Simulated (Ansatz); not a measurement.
`C[NH+](C)[Al-]([F])([F])[F]` from Hartree–Fock to CCSD(T)

Z-matrix (Å, degrees):
```
C
N 1 1.473
H 1 1.090 2 108.5
H 1 1.093 2 111.0 3 -120.2
H 1 1.089 2 109.2 3 118.4
C 2 1.473 1 112.2 3 63.8
Al 2 1.982 1 110.9 3 -60.8
H 2 1.017 1 108.2 3 -176.9
H 6 1.090 2 108.5 1 -63.8
H 6 1.093 2 111.0 1 56.4
H 6 1.089 2 109.2 1 177.8
F 7 1.659 2 101.4 1 -177.5
F 7 1.659 2 101.4 1 -57.4
F 7 1.660 2 100.8 1 62.6
```

The species carries charge 0 and has multiplicity 1. The geometry is a stationary point of PBE0-D4/def2-TZVP. It is one conformer, not always the lowest. Frozen core, restricted reference, the Gaussian-basis code of Ansatz.

```json
{"basis": "def2-SVP", "HF (Eh)": "-674.36242", "MP2 corr.": "-1.08620"}
{"basis": "def2-TZVPP", "HF (Eh)": "-674.98401", "MP2 corr.": "-1.40532"}
{"basis": "def2-QZVPP", "HF (Eh)": "-675.01335", "MP2 corr.": "-1.52385"}
```

Task: Estimate the CCSD correlation energy and the (T) correction in each basis where they were run (hartree).

Result: 
| basis | CCSD corr. | (T) |
| --- | --- | --- |
| def2-SVP | -1.13393 | -0.02160 |
